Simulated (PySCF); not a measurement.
A structure optimised at B3LYP-D3(BJ)/def2-SVP, used in a PySCF frequency run:

```
Mo
O 1 1.8699
H 2 0.9694 1 122.52
S 1 2.1134 2 112.25 3 26.85
S 1 2.1174 2 109.34 3 150.82
S 1 2.3321 2 111.13 3 -88.53
H 6 1.3572 1 95.49 2 -77.33
```
Charge 0, spin multiplicity 1.

Question: Write its SMILES and formula.

Answer: [OH][Mo](=[S])(=[S])[SH], H2MoOS3

Question: What are its rotational constants (standard atomic weights)?

Answer: 1.6522, 1.5487, 1.2279 GHz
